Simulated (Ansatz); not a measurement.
C₂H₇NSi (`C/C=N\[SiH3]`), one more setting.

```yaml
crystal:
  periodic: [false, false, false]
  atoms:
    - {symbol: C, position_ang: [-0.801511, 1.355916, 0.164024]}
    - {symbol: C, position_ang: [-1.092584, -0.002382, -0.388702]}
    - {symbol: N, position_ang: [-0.334642, -1.004945, -0.450069]}
    - {symbol: Si, position_ang: [1.301095, -1.266389, 0.046656]}
    - {symbol: H, position_ang: [-0.951682, 2.109230, -0.615932]}
    - {symbol: H, position_ang: [-1.515234, 1.588892, 0.960650]}
    - {symbol: H, position_ang: [0.212735, 1.438076, 0.553604]}
    - {symbol: H, position_ang: [-2.113291, -0.110549, -0.788198]}
    - {symbol: H, position_ang: [2.009570, -0.112136, 0.680631]}
    - {symbol: H, position_ang: [2.064439, -1.665931, -1.161970]}
    - {symbol: H, position_ang: [1.286605, -2.386882, 1.020004]}
basis:
  gaussian: {orbitals: cc-pVTZ-DK}
total_charge: -1
magnetization: {spin_polarized: true, initial_magnetization: 1}
hamiltonian: {xc: {name: r2SCANh}}
output: {forces: true}
```

```sh
$ ansatz run in.yaml --threads 2 --pin off --events-out ev --progress --plain --max-ram 4352MiB
```

Shortened log:

```
Functional definition: r2SCANh
1197 factors; their error is unknown
mean field evaluation 1: about -11565.4912 eV, gradient 3.4e1 eV
mean field evaluation 2: about -11541.9436 eV, gradient 7.1e1 eV
mean field evaluation 4: about -11570.5965 eV, gradient 4.5e0 eV
mean field evaluation 8: about -11570.7059 eV, gradient 2.5e-1 eV
mean field evaluation 16: about -11570.6901 eV, gradient 5.9e-4 eV
mean field -11570.69012170 eV, -425.2150190770 hartree, gradient 4.8e-5 eV, S^2 0.756136; 3 other end points of the search recorded, 0 dependent functions left out
reference -11570.69013551 eV, -425.2150195844 hartree; 21, 20 occupied and 201, 202 virtual orbitals, 1197 factors
Total energy: -11570.69013551 eV, -425.2150195844 hartree
Relativity: scalar
Atom 0 at    -0.801511     1.355916     0.164024 Å, force    -0.393211    -0.328065    -0.250836 eV/Å
Atom 1 at    -1.092584    -0.002382    -0.388702 Å, force    -3.566553     3.734490    -0.032763 eV/Å
Atom 2 at    -0.334642    -1.004945    -0.450069 Å, force     5.299113    -4.322647     0.458446 eV/Å
Atom 3 at     1.301095    -1.266389     0.046656 Å, force    -3.271837     0.619666    -0.961972 eV/Å
Atom 4 at    -0.951682     2.109230    -0.615932 Å, force     0.149424     0.494505    -0.011807 eV/Å
Atom 5 at    -1.515234     1.588892     0.960650 Å, force     0.016648     0.370679     0.356574 eV/Å
Atom 6 at     0.212735     1.438076     0.553604 Å, force     0.018443     0.029153     0.016633 eV/Å
Atom 7 at    -2.113291    -0.110549    -0.788198 Å, force    -0.146281     0.179784     0.007096 eV/Å
Atom 8 at     2.009570    -0.112136     0.680631 Å, force     0.477384     0.079022     0.196292 eV/Å
Atom 9 at     2.064439    -1.665931    -1.161970 Å, force     0.783738    -0.358475    -0.100409 eV/Å
Atom 10 at     1.286605    -2.386882     1.020004 Å, force     0.633132    -0.498111     0.322746 eV/Å
Dipole moment:     0.156257     0.322747     0.162472 e Å
```

Run time 15 s (2 threads of an Intel Xeon on a shared host); peak host memory 0.72 GiB.
